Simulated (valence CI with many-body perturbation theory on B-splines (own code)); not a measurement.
Results of a calculation; reference values are marked as such.
**Pd23+: configurations and terms from energies and g**

Method: relativistic CI+MBPT: five valence electrons over a frozen Dirac-Fock core [Ar], a basis of 7 s, 7 p, 8 d, 6 f, 4 g, 1 h functions for each j, with the one-electron correlation potential Σ1, the two-electron term Σ2, the three-electron term Σ3, Breit, model QED; selected CI, second order for the rest, scaled by the run's own slope (own B-spline code, finite nucleus).

No measured spectrum was set against this ion. As an estimate, terms of the open shell hold to 2 to 4 % of their energy, and close levels can change places. Only levels of the ground parity were solved; by the run's estimate the other parity begins above the list, which can be wrong where configurations are misplaced.

| No. | J | Parity | E (cm⁻¹) | g |
| --- | --- | --- | --- | --- |
| 1 | 5/2 | even | 0.0 | 1.935 |
| 4 | 11/2 | even | 113940 | 1.225 |
| 7 | 9/2 | even | 120020 | 1.166 |
| 11 | 1/2 | even | 165410 | 0.688 |
| 12 | 11/2 | even | 166320 | 0.991 |
| 15 | 13/2 | even | 180750 | 1.074 |

Energies count from the lowest level. Strongly mixed levels and levels close to another of their J and parity are left out, so the numbers can have gaps.

Q: Give configuration and LS term of each level.

A: 1: 3d⁵ ⁶S; 4: 3d⁵ ⁴G; 7: 3d⁵ ⁴G; 11: 3d⁵ ⁴D; 12: 3d⁵ ²I; 15: 3d⁵ ²I.
